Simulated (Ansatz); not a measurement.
C$_{7}$H$_{14}$O (`CCCC(=O)CCC`), charge 0, multiplicity 1.

Give a relaxed structure at PBE0-D4/def2-TZVP (Ansatz 0.2.0). (An estimate is asked.)

The calculation gave: 
```xyz
22

C     2.8883   -0.1801   -1.6810
C     1.7788   -0.2099   -0.6453
C     0.5159   -0.8986   -1.1642
C    -0.5525   -0.8979   -0.0989
O    -0.6118   -1.7739    0.7296
C    -1.5212    0.2621   -0.1162
C    -2.3156    0.4357    1.1642
C    -1.4661    0.9436    2.3173
H     3.1671   -1.1920   -1.9863
H     3.7830    0.3084   -1.2887
H     2.5780    0.3626   -2.5781
H     2.1163   -0.7352    0.2530
H     1.5374    0.8126   -0.3338
H     0.7427   -1.9361   -1.4217
H     0.1601   -0.3843   -2.0631
H    -2.1859    0.0788   -0.9718
H    -0.9711    1.1755   -0.3741
H    -3.1414    1.1290    0.9786
H    -2.7606   -0.5262    1.4322
H    -2.0635    1.0698    3.2228
H    -0.6604    0.2433    2.5464
H    -1.0173    1.9128    2.0792
```
This is one stationary point; other conformers may exist.
